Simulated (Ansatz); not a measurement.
`C[NH][Hf]([F])([NH]C)[NH]C` at its PBE0-D4/def2-TZVP geometry, where that method's forces vanish. Total charge 0; spin multiplicity 1. Hf takes the def2 core potential.

```xyz
20

C    -1.7712    2.5346   -0.2546
N    -0.8662    1.6668    0.4717
Hf    0.1264    0.0658   -0.3015
F     0.8571    0.4521   -2.0555
N    -1.1919   -1.4849   -0.3583
C    -1.0199   -2.7190   -1.0978
N     1.5840   -0.4345    1.0294
C     2.8667    0.2252    1.1680
H    -2.7748    2.5583    0.1884
H    -1.8910    2.1813   -1.2846
H    -1.4084    3.5680   -0.3179
H    -0.7243    1.9886    1.4192
H    -2.0957   -1.4457    0.0923
H    -1.7768   -2.8533   -1.8805
H    -0.0460   -2.7282   -1.5991
H    -1.0481   -3.6037   -0.4492
H     1.5113   -1.2362    1.6403
H     3.7107   -0.4359    0.9354
H     3.0243    0.6277    2.1766
H     2.9337    1.0731    0.4777
```

What forces (eV/Å) does B3LYP-D4/def2-TZVPP give on these atoms in Ansatz 0.2.0? (An estimate is asked.)

The calculation gave: 
```
C1  -0.204  0.190 -0.160
N2   0.073  0.010  0.201
Hf3  0.005  0.003 -0.015
F4   0.080  0.042 -0.191
N5  -0.165  0.073  0.118
C6   0.042 -0.276 -0.161
N7  -0.081 -0.173  0.099
C8   0.283  0.150  0.031
H9   0.039  0.011 -0.025
H10  0.003  0.019  0.049
H11 -0.028 -0.039  0.002
H12  0.003  0.002  0.011
H13 -0.010  0.002  0.007
H14  0.033 -0.008  0.033
H15 -0.046 -0.005  0.023
H16 -0.002  0.029 -0.038
H17 -0.004 -0.010  0.007
H18 -0.027  0.035  0.018
H19  0.007 -0.017 -0.043
H20  0.001 -0.039  0.036
```

B3LYP here is the variant with VWN-RPA as its local correlation; programs differ in this.
